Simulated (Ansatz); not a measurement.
GeH7NSn (`[NH2][GeH2][SnH3]`), relaxed with RKS PBE0-D4/def2-TZVP in the Gaussian-basis code of Ansatz from a PBE-D4/def2-SVP geometry. The force threshold is 0.005 eV/Å; the program also tests the step.

Total charge 0; spin multiplicity 1. Sn: def2 effective core potential.

Start:

```xyz
10

N    -1.593   -1.102    0.072
Ge    0.067   -0.626    0.785
Sn    1.057    1.166   -0.853
H    -2.254   -0.316    0.079
H    -2.034   -1.874    0.590
H     0.911   -1.932    0.785
H     0.033   -0.081    2.256
H    -0.079    2.463   -1.044
H     1.349    0.474   -2.409
H     2.543    1.828   -0.260
```

(1) How much energy does the relaxation release, and in how many steps? (An estimate is asked.)

(2) Which bonds change most? (An estimate is asked.)

(3) Give the relaxed structure. (Best estimate.)

## Answers

(1) The calculation gave: 3.24 kJ/mol, in 14 steps, 3 of them rejected.

(2) Ansatz gave: Sn3–H8 from 1.734 to 1.710 Å; Ge2–Sn3 from 2.623 to 2.598 Å; Sn3–H10 from 1.731 to 1.708 Å; Sn3–H9 from 1.728 to 1.706 Å.

(3) Computed: 
```xyz
10

N    -1.603   -1.072    0.115
Ge    0.077   -0.637    0.754
Sn    1.049    1.155   -0.856
H    -2.245   -0.290    0.104
H    -2.042   -1.831    0.620
H     0.893   -1.943    0.725
H     0.078   -0.117    2.216
H    -0.101    2.397   -1.099
H     1.432    0.475   -2.373
H     2.461    1.863   -0.206
```
